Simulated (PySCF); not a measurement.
# Reading the logs of faulty runs: BClGeH4N

All numbers below are calculated, not measured. They come from PySCF 2.14.0, an open-source quantum chemistry program, on an isolated molecule that a program drew, which may never have been made. The molecule is BClGeH4N (charge 0, doublet), drawn as the SMILES string `N[BH][GeH][Cl]`.

Each row is a Hartree-Fock (HF) and frozen-core CCSD(T) single point in the cc-pV(D+d)Z basis, meant for a local HF minimum. Run 1 is clean. Each other run has one planted mistake out of seven kinds, and not every kind appears here: one electron removed, one electron added, multiplicity raised by two, geometry at a saddle point, minimal basis STO-3G, one bond length entered in bohr, all coordinates scaled. The reference is restricted for singlets and unrestricted otherwise, and also for a bond in bohr. Adding or removing an electron swaps singlet and doublet. Electrons count all cores. HOMO and LUMO are orbital energies over both spins, the gradient is its largest component, and the lowest frequency (negative if imaginary) is given only where the gradient is small. Bond lengths are over the 7 bonds as drawn. T1 is the CCSD diagnostic: over 0.02 (restricted) or 0.045 (unrestricted) a single reference is doubtful. Germanium has the cc-pVDZ-PP basis, with a core potential (ECP10MDF) in place of its 10 inner electrons, and its 3s, 3p and 3d shells are frozen in CCSD(T).

Geometry of the clean run:
```xyz
8
BClGeH4N, angstrom
N    -2.1176   -1.3510    0.6086
B    -3.0923   -2.0384   -0.0940
Ge   -3.4689   -1.6134   -2.1034
Cl   -5.5430   -2.1306   -2.6126
H    -1.8930   -1.5703    1.5584
H    -1.5884   -0.5861    0.2440
H    -3.6908   -2.9348    0.4253
H    -3.3021   -0.1617   -2.5863
```

```
run,electrons,basis functions,<S^2>,HOMO (eV),LUMO (eV),gradient (hartree/bohr),lowest frequency (cm^-1),mean bond (Å),longest bond (Å),T1,HF (hartree),CCSD(T) (hartree),mistake
1,65,94,0.760,-8.51,0.87,4.4e-05,57,1.4864,2.197,0.0158,-834.40893,-834.93756,no fault
2,66,94,0.000,-0.80,8.00,5.3e-02,-,1.4864,2.197,0.0152,-834.40518,-834.95924,one electron added
3,64,94,0.000,-16.74,-6.78,6.2e-02,-,1.4864,2.197,0.0220,-834.12735,-834.65982,one electron removed
4,65,94,3.775,-4.97,-2.38,3.8e-02,-,1.4864,2.197,0.0398,-834.20107,-834.73006,multiplicity raised by two
5,65,94,1.380,-8.76,0.64,1.9e-02,-,1.6384,2.261,0.0563,-834.28801,-834.81843,?
```

**Which mistake was planted in run 5, and what did it cost?**

The mean bond changes by a factor of 1.102 and the longest by 1.029, so the molecule wasn't scaled as a whole. A length L in bohr read as angstrom grows by (1/0.5292 - 1) L = 0.890 L. The 7 bonds together grew by 7 x 0.1520 = 1.064 Å, which gives L = 1.196 Å. That is bond B2-H7, 1.196 Å in the clean geometry. So the mistake is: one bond length entered in bohr. Subtracting run 1 and multiplying by 627.51 kcal/mol a hartree, the energy moved by 75.9 kcal/mol in HF and 74.8 kcal/mol in CCSD(T).

Cautions from the logs. Run 3: T1 is over the limit, so its CCSD(T) energy is less reliable; run 5: T1 is over the limit, so its CCSD(T) energy is less reliable.
